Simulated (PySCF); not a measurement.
## MCo for M along the halogens

PBE0 with triple-zeta basis sets in PySCF, for the lowest determinant that a PBE0 search found; no spin–orbit coupling. De refers to high-spin ground-configuration atoms. A positive dipole means M(−)Co(+).

| M | basis | state (unpaired electrons) | Re (Å) | ωe (cm⁻¹) | De (eV) | μ (D) |
| --- | --- | --- | --- | --- | --- | --- |
| Cl | def2-TZVPP | triplet (π ↑, δ ↑) | 2.102 | 402 | n/a | 5.15 |
| Br | x2c-TZVPPall | triplet (π ↑, δ ↑) | 2.217 | 311 | n/a | 4.74 |
| I | def2-TZVPP | triplet (σ ↑, δ ↑) | 2.445 | 251 | n/a | 5.19 |

The shortest bond is that of CoCl (2.102 Å), the longest that of CoI (2.445 Å).

The rows differ in basis set, which adds steps of its own.

The state changes along the series, so neighbouring rows are not always alike in their bonding.

De is left out where the level can put another filling of the metal’s s and d shells below the measured ground configuration, by anything from nothing to about 1 eV. Spin–orbit coupling is left out, which matters for elements this heavy, above all for dissociation energies. With d or f electrons several states lie close, and the lowest PBE0 determinant need not be the measured ground state.
